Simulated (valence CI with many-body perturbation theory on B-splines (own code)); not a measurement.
## Lu³²⁺: E2, M1 decay

Level of theory: relativistic CI+MBPT: three valence electrons over a frozen Dirac-Fock core [Kr], a basis of 9 s, 9 p, 10 d, 8 f, 5 g, 3 h, 1 i functions for each j, with the one-electron correlation potential Σ1, the two-electron term Σ2, the three-electron term Σ3, Breit, model QED; selected CI, second order for the rest (own B-spline code, finite nucleus).

The last digits are not significant, and no measured levels were compared; by estimate large intervals hold to a few tenths of a per cent, small ones and those within an open d or f shell to about a per cent. Only levels of the ground parity were solved; by the run's estimate the other parity begins above the list, which can be wrong where configurations are misplaced.

Lines 1 to 50 of 59 in falling wavelength, among levels below 53.444 eV, chosen from the decays that carry over 1 % of a level's rate. Wavelengths and rates use the calculated energies. Electric multipoles are in the length gauge, E1 and E2 with the static RPA response of the core. Weak lines are less certain than strong ones. Lines between different terms over intervals too small for the method are left out, as are lines whose strength nearly cancels. The highest levels of a list are the least certain.

Levels are named by their leading jj configuration (3d3/2^4 stands for four electrons in 3d with j = 3/2), which in mixed levels can hold well under half, so a name can repeat and another be missing. Letters in brackets count levels of one name in rising energy.

| λ vac (Å) | Upper | Lower | Type | A (s⁻¹) | Branch % |
| --- | --- | --- | --- | --- | --- |
| 27090 | (4d3/2^2 4d5/2) J=9/2 | (4d3/2^2 4d5/2) J=7/2 | M1 | 4.13e-01 | 100.0 |
| 3593 | (4d3/2^2 4d5/2) J=7/2 | (4d3/2^2 4d5/2) J=5/2 [a] | M1 | 3.58e+02 | 98.7 |
| 3507 | (4d3/2 4d5/2^2) J=11/2 | (4d3/2 4d5/2^2) J=9/2 | M1 | 1.23e+02 | 1.1 |
| 2921 | (4d3/2 4d5/2^2) J=5/2 [b] | (4d3/2 4d5/2^2) J=3/2 [a] | M1 | 2.89e+02 | 1.6 |
| 2409 | (4d3/2 4d5/2^2) J=5/2 [a] | (4d3/2 4d5/2^2) J=7/2 [a] | M1 | 2.76e+02 | 1.0 |
| 1675 | (4d5/2^3) J=3/2 | (4d3/2 4d5/2^2) J=3/2 [b] | M1 | 9.68e+02 | 1.6 |
| 1608 | (4d3/2^2 4d5/2) J=5/2 [b] | (4d3/2^2 4d5/2) J=7/2 | M1 | 2.29e+02 | 4.7 |
| 1531 | (4d3/2 4d5/2^2) J=7/2 [b] | (4d3/2 4d5/2^2) J=7/2 [a] | M1 | 6.01e+02 | 4.0 |
| 1408 | (4d3/2^2 4d5/2) J=5/2 [b] | (4d3/2^2 4d5/2) J=3/2 | M1 | 1.74e+03 | 35.5 |
| 1382 | (4d3/2 4d5/2^2) J=5/2 [a] | (4d3/2^2 4d5/2) J=5/2 [b] | M1 | 3.53e+03 | 13.3 |
| 1252 | (4d3/2 4d5/2^2) J=3/2 [b] | (4d3/2 4d5/2^2) J=1/2 | M1 | 1.90e+03 | 4.8 |
| 1139 | (4d5/2^3) J=5/2 | (4d3/2 4d5/2^2) J=3/2 [b] | M1 | 2.57e+03 | 3.0 |
| 1137 | (4d3/2 4d5/2^2) J=3/2 [b] | (4d3/2 4d5/2^2) J=3/2 [a] | M1 | 3.13e+03 | 7.9 |
| 1111 | (4d3/2^2 4d5/2) J=5/2 [b] | (4d3/2^2 4d5/2) J=5/2 [a] | M1 | 4.18e+02 | 8.5 |
| 1110 | (4d3/2 4d5/2^2) J=5/2 [b] | (4d3/2^2 4d5/2) J=5/2 [b] | M1 | 6.82e+03 | 36.7 |
| 1109 | (4d5/2^3) J=9/2 | (4d3/2 4d5/2^2) J=11/2 | M1 | 1.69e+03 | 3.0 |
| 1077 | (4d3/2^2 4d5/2) J=5/2 [a] | (4d3/2^3) J=3/2 | M1 | 2.15e+04 | 100.0 |
| 1075 | (4d3/2 4d5/2^2) J=7/2 [a] | (4d3/2^2 4d5/2) J=7/2 | M1 | 8.15e+03 | 18.4 |
| 1040 | (4d3/2 4d5/2^2) J=7/2 [b] | (4d3/2^2 4d5/2) J=5/2 [b] | M1 | 1.38e+03 | 9.2 |
| 989.8 | (4d3/2 4d5/2^2) J=9/2 | (4d3/2^2 4d5/2) J=9/2 | M1 | 1.55e+04 | 61.3 |
| 954.9 | (4d3/2 4d5/2^2) J=9/2 | (4d3/2^2 4d5/2) J=7/2 | M1 | 9.79e+03 | 38.6 |
| 893.6 | (4d3/2^2 4d5/2) J=3/2 | (4d3/2^3) J=3/2 | M1 | 1.81e+04 | 99.5 |
| 888.3 | (4d3/2 4d5/2^2) J=3/2 [a] | (4d3/2^2 4d5/2) J=1/2 | M1 | 5.84e+03 | 10.0 |
| 882.1 | (4d5/2^3) J=3/2 | (4d3/2 4d5/2^2) J=5/2 [b] | M1 | 1.56e+03 | 2.6 |
| 842.7 | (4d5/2^3) J=9/2 | (4d3/2 4d5/2^2) J=9/2 | M1 | 2.26e+04 | 40.0 |
| 828.9 | (4d3/2 4d5/2^2) J=1/2 | (4d3/2^2 4d5/2) J=1/2 | M1 | 3.38e+04 | 94.0 |
| 828.4 | (4d3/2^2 4d5/2) J=7/2 | (4d3/2^3) J=3/2 | E2 | 4.88e+00 | 1.3 |
| 827.4 | (4d3/2 4d5/2^2) J=7/2 [a] | (4d3/2^2 4d5/2) J=5/2 [a] | M1 | 3.62e+04 | 81.6 |
| 792.5 | (4d3/2^2 4d5/2) J=1/2 | (4d3/2^3) J=3/2 | M1 | 6.73e+03 | 98.7 |
| 788.3 | (4d3/2 4d5/2^2) J=3/2 [a] | (4d3/2^2 4d5/2) J=3/2 | M1 | 3.43e+04 | 58.9 |
| 771.9 | (4d3/2 4d5/2^2) J=11/2 | (4d3/2^2 4d5/2) J=9/2 | M1 | 1.10e+04 | 98.8 |
| 767.0 | (4d5/2^3) J=9/2 | (4d3/2 4d5/2^2) J=7/2 [a] | M1 | 3.16e+04 | 56.0 |
| 762.7 | (4d5/2^3) J=3/2 | (4d3/2 4d5/2^2) J=5/2 [a] | M1 | 2.12e+04 | 35.8 |
| 743.3 | (4d3/2 4d5/2^2) J=5/2 [a] | (4d3/2^2 4d5/2) J=7/2 | M1 | 1.61e+03 | 6.1 |
| 741.1 | (4d3/2 4d5/2^2) J=1/2 | (4d3/2^2 4d5/2) J=3/2 | M1 | 1.76e+03 | 4.9 |
| 738.5 | (4d5/2^3) J=5/2 | (4d3/2 4d5/2^2) J=7/2 [b] | M1 | 8.40e+03 | 9.8 |
| 716.7 | (4d5/2^3) J=3/2 | (4d3/2 4d5/2^2) J=1/2 | M1 | 1.27e+04 | 21.4 |
| 706.7 | (4d5/2^3) J=5/2 | (4d3/2 4d5/2^2) J=5/2 [b] | M1 | 1.44e+04 | 16.9 |
| 697.6 | (4d3/2 4d5/2^2) J=5/2 [a] | (4d3/2^2 4d5/2) J=3/2 | M1 | 1.79e+04 | 67.2 |
| 695.6 | (4d3/2 4d5/2^2) J=3/2 [b] | (4d3/2^2 4d5/2) J=5/2 [b] | M1 | 2.01e+04 | 50.9 |
| 685.5 | (4d3/2 4d5/2^2) J=3/2 [a] | (4d3/2^2 4d5/2) J=5/2 [a] | M1 | 1.67e+04 | 28.7 |
| 677.5 | (4d5/2^3) J=3/2 | (4d3/2 4d5/2^2) J=3/2 [a] | M1 | 2.11e+04 | 35.7 |
| 656.7 | (4d3/2 4d5/2^2) J=5/2 [b] | (4d3/2^2 4d5/2) J=7/2 | M1 | 1.00e+04 | 54.0 |
| 646.6 | (4d3/2 4d5/2^2) J=7/2 [b] | (4d3/2^2 4d5/2) J=9/2 | M1 | 5.77e+03 | 38.3 |
| 631.5 | (4d3/2 4d5/2^2) J=7/2 [b] | (4d3/2^2 4d5/2) J=7/2 | M1 | 5.74e+03 | 38.1 |
| 628.0 | (4d5/2^3) J=5/2 | (4d3/2 4d5/2^2) J=5/2 [a] | M1 | 1.94e+04 | 22.7 |
| 615.9 | (4d3/2 4d5/2^2) J=5/2 [a] | (4d3/2^2 4d5/2) J=5/2 [a] | M1 | 2.71e+03 | 10.2 |
| 569.1 | (4d5/2^3) J=5/2 | (4d3/2 4d5/2^2) J=3/2 [a] | M1 | 2.43e+04 | 28.5 |
| 555.2 | (4d3/2 4d5/2^2) J=5/2 [b] | (4d3/2^2 4d5/2) J=5/2 [a] | M1 | 1.15e+03 | 6.2 |
| 546.7 | (4d3/2^2 4d5/2) J=5/2 [b] | (4d3/2^3) J=3/2 | M1 | 2.49e+03 | 50.8 |
